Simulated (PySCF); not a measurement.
**Relaxation of singlet SiF₅⁻**

Method: PySCF, PBE, basis Si def2-SVPD, F def2-SVPD (no relativity, density fitting). A (50,194) grid was used.

A start displaced from a saddle point along its imaginary mode, of C2v symmetry, held to at least that symmetry:

```xyz
6
charge -1 multiplicity 1, angstrom
Si    0.0000    0.0000   -0.0280
F     0.0000    0.0000    1.6319
F     1.7233    0.0000   -0.1563
F     0.0000    1.5932   -0.6391
F    -1.7233    0.0000   -0.1563
F     0.0000   -1.5932   -0.6391
```

(1) What forces act on the atoms at the start (eV/Å)?

(2) What does it relax to?

(3) How much energy is released, and in how many steps?

## Answers

(1) 
```json
{"atom": "Si1", "Fx": "0.00", "Fy": "0.00", "Fz": "-0.14"}
{"atom": "F2", "Fx": "0.00", "Fy": "0.00", "Fz": "0.12"}
{"atom": "F3", "Fx": "-0.51", "Fy": "0.00", "Fz": "-0.01"}
{"atom": "F4", "Fx": "0.00", "Fy": "-0.60", "Fz": "0.02"}
{"atom": "F5", "Fx": "0.51", "Fy": "0.00", "Fz": "-0.01"}
{"atom": "F6", "Fx": "0.00", "Fy": "0.60", "Fz": "0.02"}
```

(2) It ends at D3h with Si–F 1.676 Å (×3), Si–F 1.709 Å (×2); F–Si–F 90.0° (×6), F–Si–F 120.0° (×3), F–Si–F 180.0° (after a last refinement on a finer grid). No frequency check is given, so it may be a saddle point. Other isomers or separated fragments may lie lower.

(3) 9.2 kJ/mol in 7 steps.

The relaxation took about 70 core-seconds on a shared host.
